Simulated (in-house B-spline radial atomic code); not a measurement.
**TDHF excitations of neutral neon**

Method: TDHF. Computed with an all-electron radial atomic-structure program (B-spline basis): linear response of the closed shell [He] 2s2 2p6 with bare exchange (time-dependent Hartree-Fock); scalar-relativistic (spin-free one-electron X2C), finite nucleus, no spin-orbit coupling, no double excitations, S, P, D and F terms only. Only terms of natural parity with L up to 3 were computed.

Command:
```bash
python run_td.py task.json out
```
Settings (radii: box in bohr, nucleus in fm):
```
Z                        10
electrons                10
configuration            [He] 2s2 2p6
hamiltonian              x2c
method                   hf
box_radius               75
rms_radius               3.0055
intervals                78
```

Cost of the run: 0.3 s on 1 thread of AMD EPYC 9R14 (Zen 4), with other jobs on the host.

The lowest states, in the order of their Tamm-Dancoff energies; the method's threshold (minus the highest occupied level) is 23.124 eV. Labels give the largest channel, * marks a mixed state, and oscillator strengths are full-response dipole values. Energies in eV:

```tsv
state	full response	Tamm-Dancoff	oscillator strength
2p → 3s 3P	?	?	-
2p → 3s 1P	18.321	18.328	0.166
2p → 3p 3S	19.488	19.582	-
2p → 3p 3D	19.918	19.951	-
2p → 3p 1D	20.084	20.091	-
2p → 3p 1S	20.524	20.568	-
2p → 4s 3P	21.176	21.182	-
2p → 4s 1P	21.254	21.256	0.0288
2p → 3d 3P	21.584	21.584	-
2p → 3d 3F	21.596	21.596	-
2p → 3d 1P	21.597	21.597	0.0219
2p → 3d 1F	21.599	21.599	-
2p → 4p 3S	?	?	-
2p → 4p 3D	21.693	21.702	-
2p → 4p 1D	21.739	21.741	-
2p → 4p 1S	21.885	21.901	-
2p → 5s 3P	22.102	22.104	-
2p → 5s 1P	22.131	22.132	0.0103
2p → 4d 3P	22.260	22.260	-
2p → 4d 3F	22.265	22.265	-
2p → 4d 1F	22.267	22.267	-
2p → 4d 1P	22.267	22.268	0.0118
```

Q: Where does 2p → 4p 3S lie?

A: At 21.591 eV in full response, 21.612 eV in Tamm-Dancoff.

Q: Where does 2p → 3s 3P lie?

A: At 17.950 eV in full response, 17.981 eV in Tamm-Dancoff.

Q: How large is the singlet-triplet splitting of 2p → 3s (P terms) in Tamm-Dancoff?

A: 0.347 eV, from the unrounded values.

Q: What polarisabilities and dispersion coefficient does the method give?

A: Dipole 2.38 bohr³, quadrupole 6.425 bohr⁵, C6 5.523 hartree·bohr⁶ for two such species. Recommended dipole value: 2.6611 ± 3e-05 bohr³ (Schwerdtfeger and Nagle, table of static dipole polarizabilities (2023 update)), which includes relativity and correlation.
